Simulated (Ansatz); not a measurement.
Stepwise reaction of `[SnH4]` with water, as a gas-phase model of exchange steps in deposition or etching. ΔE in kJ/mol; ΔG adds harmonic PBE0-D4 terms to CCSD(T)/CBS, at 1 bar.

Gas-phase electronic energies from Ansatz, PBE0-D4/def2-TZVP geometries. CBS: MP2 limit from def2 TZ/QZ plus the TZ coupled-cluster correction, frozen cores. This one scheme is used for every species. DFT in def2-TZVPP. B3LYP here is the variant with VWN-RPA as its local correlation; programs differ in this. def2 core potentials past Kr. For Sn outer-core shells are correlated without core-valence functions, which leaves a few kJ/mol of doubt a bond. One conformer a species, not always the lowest.

```csv
step,reaction,PBE-D4,B3LYP-D4,ωB97M-V,CCSD(T)/CBS,ΔG(400 K)
1,`[SnH4]` + H₂O → `[OH][SnH3]` + H₂,6.7,5.5,9.0,3.9,-6.5
2,`[OH][SnH3]` + H₂O → `[OH][SnH2][OH]` + H₂,-12.9,-12.8,-10.2,-14.5,-10.5
3,`[OH][SnH2][OH]` + H₂O → `[OH][SnH]([OH])[OH]` + H₂,-12.3,-12.4,-10.7,-14.8,-16.1
```

(1) Give the row of step 4, `[OH][SnH]([OH])[OH]` + H₂O → `[OH][Sn]([OH])([OH])[OH]` + H₂. (An estimate is asked.)

(2) By hand: ΔE of the 4 steps together at CCSD(T)/CBS.

Answers

(1) Computed: 
```json
{"step": "4", "reaction": "`[OH][SnH]([OH])[OH]` + H₂O → `[OH][Sn]([OH])([OH])[OH]` + H₂", "PBE-D4": "-4.4", "B3LYP-D4": "-4.3", "ωB97M-V": "-2.0", "CCSD(T)/CBS": "-6.3", "ΔG(400 K)": "-6.0"}
```

(2) (3.9) + (-14.5) + (-14.8) + (-6.3) = -31.7 kJ/mol, or -7.9 kJ/mol a step.

In ΔE step 3 is the lowest and step 1 the highest. ΔG lies between -16.1 and -6.0 kJ/mol a step. PBE-D4 differs from CCSD(T)/CBS by 1.6 to 2.8 kJ/mol a step. Isolated molecules leave out the surface, adducts and barriers. Largest T1 diagnostic: 0.015.
